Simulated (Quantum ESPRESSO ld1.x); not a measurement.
Values are calculated unless marked as measured or tabulated.
Task: All-electron atom: the technetium ion Tc+ in [Ar] 3d10 4s2 4p5.75 4d5 5s1 5d0.25 (fractional occupations, a model configuration). Level of theory: Dirac Kohn-Sham, BLYP, spin-unpolarised, spherical densities, point nucleus; open shells fill j = l - 1/2 first (ld1.x of Quantum ESPRESSO 7.5). Some entries of the table are withheld. Estimate them.

orbital  occ.  eigenvalue (Ry)  <1/r> (bohr^-1)  r(max) (bohr)
1s1/2       2         -1534.10            44.71        0.02228
2s1/2       2         -219.455            10.20         0.1263
2p1/2       2         -202.446            10.18            (1)
2p3/2       4         -193.749            9.669            (2)
3s1/2       2         -38.8127            3.507         0.3725
3p1/2       2         -32.2773              (3)         0.3594
3p3/2       4         -30.8230              (4)         0.3688
3d3/2       4         -19.2543            3.102         0.3097
3d5/2       6         -18.9748            3.070         0.3124
4s1/2       2         -6.10007            1.302         0.9478
4p1/2       2         -4.18401            1.182          1.004
4p3/2    3.75         -3.96426            1.145          1.029
4d3/2       4         -1.17144              (5)          1.252
4d5/2       1         -1.14883              (6)          1.264
5s1/2       1         -0.91578           0.4327          2.576
5d3/2    0.25         -0.22288           0.1881            (7)
5d5/2       0         -0.22170           0.1872            (8)

Result: 
(1) 2p1/2 r(max) (bohr): 0.09812
(2) 2p3/2 r(max) (bohr): 0.1020
(3) 3p1/2 <1/r> (bohr^-1): 3.408
(4) 3p3/2 <1/r> (bohr^-1): 3.284
(5) 4d3/2 <1/r> (bohr^-1): 0.8230
(6) 4d5/2 <1/r> (bohr^-1): 0.8137
(7) 5d3/2 r(max) (bohr): 5.739
(8) 5d5/2 r(max) (bohr): 5.780
